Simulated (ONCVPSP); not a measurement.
## Scattering properties, ONCV potential for lutetium

Lu, optimised norm-conserving Vanderbilt (ONCV), made with ONCVPSP 4.0.1 (PBE, scalar-relativistic). Core [Xe], reference 4f14 5d1 6s1 (charge +1). Waves: 6s: rc 2.90 bohr, ncon 4, nbas 7, qcut 2 1/bohr, 2 projectors, debl 3.3 Ha; p scattering state at 0.16 Ha: rc 3.10 bohr, ncon 3, nbas 7, qcut 2.5 1/bohr, 2 projectors, debl 3.6 Ha; 5d: rc 3.15 bohr, ncon 4, nbas 8, qcut 5.4 1/bohr, 3 projectors, debl 0.5 Ha; 4f: rc 1.00 bohr, ncon 4, nbas 9, qcut 18.8 1/bohr, local. Local part: the f channel. Core correction: none.

In the p channel the program set the typed energies aside and used 0.050, 3.650 Ha.

The phase is arctan(r·R′/R) of the radial function R(r), unwrapped; energies in Ha, scanned from -2 to 5 Ha. A pole is an energy at which the radial function vanishes at the test radius. The pseudo phase is shifted by a multiple of π to meet the all-electron one at the reference energy, and phase errors are pseudo minus all-electron; the curves can meet again beyond the range given. Levels narrower than the energy grid can be missing from the lists of poles.

```tsv
channel	radius (bohr)	reference energy (Ha)	poles, all-electron	poles, pseudo	unbroken range about the reference energy with phases within 0.05 rad	phase error 1 Ha above the reference energy (rad)
s	2.95	-0.38	0.61, 4.34	0.58, 3.78	below 1.7	-0.007
p	3.15	0.05	-1.39, 0.97, 4.30	0.40, 0.94, 4.19	-0.2 to 0.4	-3.153
d	3.19	-0.29	-0.08, 1.98	-0.08, 1.98	the whole range	+0.000
f	1.02	-0.60	0.69	0.84	-1.5 to 1.7	+0.016
```

Note: ghosts flagged at negative energy: s at -889.9 eV, s at -178.9 eV, p at -612.4 eV, d at -166.4 eV (a further GHOST(-) flag falls on a real empty level of the atom); GHOST(+) flagged for p at 10.6 eV, s at 111.5 eV. A true bound ghost makes a file unfit for plane-wave use.

Phases in the d channel:

```json
{"E (Ha)": "-1.98", "all-electron": "1.367", "pseudo": "1.367"}
{"E (Ha)": "-1.62", "all-electron": "1.334", "pseudo": "1.334"}
{"E (Ha)": "-1.26", "all-electron": "1.281", "pseudo": "1.281"}
{"E (Ha)": "-0.90", "all-electron": "1.166", "pseudo": "1.166"}
{"E (Ha)": "-0.54", "all-electron": "0.620", "pseudo": "0.620"}
{"E (Ha)": "-0.18", "all-electron": "-1.433", "pseudo": "-1.433"}
{"E (Ha)": "0.18", "all-electron": "-1.820", "pseudo": "-1.820"}
{"E (Ha)": "0.54", "all-electron": "-2.600", "pseudo": "-2.600"}
{"E (Ha)": "0.90", "all-electron": "-4.232", "pseudo": "-4.232"}
{"E (Ha)": "1.26", "all-electron": "-4.536", "pseudo": "-4.536"}
{"E (Ha)": "1.62", "all-electron": "-4.645", "pseudo": "-4.645"}
{"E (Ha)": "1.98", "all-electron": "-4.713", "pseudo": "-4.713"}
{"E (Ha)": "2.34", "all-electron": "-4.774", "pseudo": "-4.774"}
{"E (Ha)": "2.70", "all-electron": "-4.855", "pseudo": "-4.855"}
{"E (Ha)": "3.06", "all-electron": "-5.048", "pseudo": "-5.048"}
{"E (Ha)": "3.42", "all-electron": "-6.439", "pseudo": "-6.436"}
{"E (Ha)": "3.78", "all-electron": "-7.546", "pseudo": "-7.546"}
{"E (Ha)": "4.14", "all-electron": "-7.708", "pseudo": "-7.708"}
{"E (Ha)": "4.50", "all-electron": "-7.773", "pseudo": "-7.773"}
{"E (Ha)": "4.86", "all-electron": "-7.812", "pseudo": "-7.813"}
```
